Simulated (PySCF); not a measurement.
C₆ coefficients of unlike pairs at wB97X

Calculated with PySCF 2.14 from the dipole response of each species, C₆(A,B) = (3/π) ∫ α_A(iu) α_B(iu) du, in atomic units, from isotropic polarisabilities. For ions this is the dispersion term alone; charge-induced terms of lower order in 1/R come first.

| species | configuration | basis | relativity | α (bohr³) | C₆ (like pair) |
| --- | --- | --- | --- | --- | --- |
| Fe | [Ar] 3d6 4s2 (5D) | aug-cc-pVTZ-DK (8s7p5d3f2g) | spin-free X2C | 59.26 | 522.3 |
| Be | [He] 2s2 (1S) | dyall-av3z (15s9p4d2f) | spin-free X2C | 44.76 | 276.4 |
| P⁺ | [Ne] 3s2 3p2 (3P) | aug-cc-pVQZ-DK (7s6p4d3f2g) | spin-free X2C | 13.98 | 71.42 |

Estimate C₆ for Be with Fe.

The integral gives 378.2. The combination rule 2 C_A C_B / (C_A α_B/α_A + C_B α_A/α_B) gives 379.7 and the geometric mean 380.0.

No spin-orbit coupling is included.

The other pairs:

```csv
pair,C₆
"P⁺, Fe",179.3
"P⁺, Be",125.8
```
